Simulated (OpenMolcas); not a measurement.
Computed levels of 3s² 3p² in ions with 14 electrons, in cm-1 above ³P₀.

```yaml
Program: OpenMolcas 26.06
Method: RASSCF
Basis: ANO-RCC-VTZP
Scalar_Hamiltonian: DKH2, point nucleus
Spin-orbit_coupling: state interaction with AMFI integrals over the reference wave functions, term energies averaged over their components
```

Active space for each ion: 4 electrons in 9 orbitals (RAS2 3s 3p; RAS3 3d, at most 2 electrons).

```json
{"Level": "³P₁", "Si": "66.9", "P+": "143", "S2+": "262", "Ar4+": "676"}
{"Level": "³P₂", "Si": "196", "P+": "415", "S2+": "744", "Ar4+": "1842"}
{"Level": "¹D₂", "Si": "8693", "P+": "10708", "S2+": "13452", "Ar4+": "18651"}
{"Level": "¹S₀", "Si": "19438", "P+": "24480", "S2+": "30304", "Ar4+": "41291"}
```

**Question.** Estimate ³P₂, ¹D₂, ¹S₀ for Cl3+ from its neighbours S2+ and Ar4+.

**Answer.** ³P₂ is fine structure, which grows about as the fourth power of a screened charge, so the fourth roots are averaged: ((744^0.25 + 1842^0.25) / 2)^4 = 1201. The calculation gives 1226, so the estimate is off by -2.0 %; the measured value is 1341 (Moore, Atomic Energy Levels, vol. I, NSRDS-NBS 35 (1971 reprint of NBS Circular 467, 1949)).
¹D₂ is another term, which grows about linearly with the charge: (13452 + 18651) / 2 = 16052. The calculation gives 16003, so the estimate is off by +0.3 %; the measured value is 13766 (Moore, Atomic Energy Levels, vol. I, NSRDS-NBS 35 (1971 reprint of NBS Circular 467, 1949)).
¹S₀ is another term, which grows about linearly with the charge: (30304 + 41291) / 2 = 35798. The calculation gives 35751, so the estimate is off by +0.1 %; the measured value is 32550 (Moore, Atomic Energy Levels, vol. I, NSRDS-NBS 35 (1971 reprint of NBS Circular 467, 1949)).

Without dynamic correlation excited terms often stand tens of per cent too high (terms of higher spin than the ground term too low), and those without a measured partner can miss by more than the paired ones (holds for Si; P+). The run also gave levels led by 3s² 3p 3d, which use shells meant for correlation; these and all levels above them are left out (holds for Si). The run also gave levels led by 3s 3p² 3d, 3s² 3p 3d, which use shells meant for correlation; these and all levels above them are left out (holds for P+; S2+). Active for correlation alone: 3d; no level in the range computed is led by a configuration that fills it, so any true level of that kind is missing (holds for Cl3+; Ar4+). Measured partners are found by configuration, term and J. A level has none where our copy of the source lacks it or the pairing is in doubt (some pairs that miss far off the trend of their configuration count as doubtful), and it then counts in no deviation. Levels of configurations outside the active space are missing.
